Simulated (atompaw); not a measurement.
# praseodymium (Pr): one change to a PAW (atompaw) potential, before and after

- Element: praseodymium (Pr)
- Generator: atompaw 4.2.0.5
- Type: PAW
- Functional: PBEsol
- Relativity: scalar-relativistic
- Frozen core: [Kr] 4d10
- Valence charge: 13
- Reference configuration: 4f3 5s2 5p6 5d0 6s1.5 6p0 (charge +0.5)
- Partial waves: 5s (bound): rc 2.50 bohr; 6s (bound): rc 3.00 bohr; 5p (bound): rc 3.00 bohr; 6p (bound, empty): rc 3.00 bohr; 5d (bound, empty): rc 3.00 bohr; 5d channel at 0.25 Ry: rc 2.45 bohr; 4f (bound): rc 1.90 bohr; 4f channel at 1.35 Ry: rc 1.90 bohr
- Local potential: ultrasoft scheme with l = 4 at 0 Ry, radius 2.20 bohr
- Core correction: smooth core density matched at 2.15 bohr
- Augmentation charge: besselshape compensation charge, radius 2.55 bohr; PAW radius 3.00 bohr; waves and projectors: custom polynom gramschmidtortho

Change: local potential ultrasoft scheme with l = 4 at 0 Ry, radius 2.46 bohr.

Cutoffs: the cutoffs (Ry, on a coarse ladder) from which the occupation-weighted sum of valence levels, in a spherical-Bessel basis at the reference potential, stays within 10 and 1 mRy of its value at 400 Ry; they do not see the model core or the augmentation charge, which bear on the density cutoff.

Task: What does the change do?

Result: The potential gets neither clearly harder nor softer (35 Ry and 60 Ry → 35 Ry and 60 Ry); the range in which the d phases agree narrows (upper end at the end of the scan → 2.7); neither file shows a bound ghost.

```tsv
quantity	base	changed
cutoff, loose	35 Ry	35 Ry
cutoff, tight	60 Ry	60 Ry
bound ghosts	none	none
s: phases at 3.02 bohr within 0.05 rad from the reference energy up to (Ry; the scan ends near 5)	1.6	1.8
p: phases at 3.02 bohr within 0.05 rad from the reference energy up to (Ry; the scan ends near 5)	4.7	to the end of the scan
d: phases at 3.02 bohr within 0.05 rad from the reference energy up to (Ry; the scan ends near 5)	to the end of the scan	2.7
f: phases at 3.02 bohr within 0.05 rad from the reference energy up to (Ry; the scan ends near 5)	4.3	4.0
lowest overlap eigenvalue by channel	s 0.65, p 0.86, d 0.31, f 0.99	s 0.66, p 0.88, d 0.30, f 0.99
```

 The cutoffs see the waves, projectors and local potential, not the compensation charge or the core.
